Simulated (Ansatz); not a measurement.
`F[SiH](Cl)Cl` + `C[SeH]` → `C[Se][SiH](F)Cl` + HCl at 600 K and 1 bar (ligand exchange at the Si–Cl bond).

Calculated with Ansatz (gas phase, PBE0-D4/def2-TZVP geometries, no zero-point term in ΔE). CBS: MP2 limit from def2 TZ/QZ plus the TZ coupled-cluster correction, frozen cores. This one scheme is used for every species. For Se outer-core shells are correlated without core-valence functions, which leaves a few kJ/mol of doubt a bond. Scalar relativity is left out up to krypton. One conformer a species, not always the lowest.

```json
{"species": "`F[SiH](Cl)Cl`", "CCSD(T)/CBS energy (Eh)": "-1309.19911", "H − E (kJ/mol)": "80.8", "S (J/(mol·K))": "368.7"}
{"species": "`C[SeH]`", "CCSD(T)/CBS energy (Eh)": "-2441.15625", "H − E (kJ/mol)": "149.5", "S (J/(mol·K))": "312.9"}
{"species": "`C[Se][SiH](F)Cl`", "CCSD(T)/CBS energy (Eh)": "-3289.96087", "H − E (kJ/mol)": "198.2", "S (J/(mol·K))": "468.8"}
{"species": "HCl", "CCSD(T)/CBS energy (Eh)": "-460.38127", "H − E (kJ/mol)": "35.4", "S (J/(mol·K))": "207.2"}
```

H − E and S are ideal-gas, rigid-rotor, harmonic terms from PBE0-D4/def2-TZVP, for one conformer and one mirror image of each species. 1 Eh = 2625.50 kJ/mol, R = 8.31446 J/(mol·K).

Task: By hand: ΔE, ΔH, ΔS and ΔG.

Result: ΔE = (-3289.96087) + (-460.38127) − (-1309.19911) − (-2441.15625) = 0.01322 Eh = 34.7 kJ/mol. Δ(H − E) = 198.2 + 35.4 − 80.8 − 149.5 = 3.3, so ΔH = 38.0 kJ/mol. ΔS = 468.8 + 207.2 − 368.7 − 312.9 = -5.6 J/(mol·K). ΔG = 38.0 − 600 × (-5.6)/1000 = 41.4 kJ/mol.

Task: By hand: the equilibrium constant, and the temperature at which ΔG would vanish if ΔH and ΔS stayed fixed.

Result: log₁₀ K = −ΔG/(RT ln 10) = -3.6. ΔH and −TΔS have one sign here, so there is no such temperature.

The number of gas molecules stays the same, so ΔS is small and ΔH decides. A doubt of 5 kJ/mol in ΔE shifts log₁₀ K by 0.4 here. Other conformers and mirror images would add mixing entropy, several J/(mol·K) or more a flexible species. Modes under 60 cm⁻¹, often nearly free rotors, make the harmonic entropy too high. These are equilibria of isolated gas molecules and say nothing of rates. Largest T1 diagnostic: 0.010 (customary marks: 0.02 for closed shells, 0.045 for open ones).

ΔS is within the doubt of such terms, so its sign, and with it that verdict, could turn.
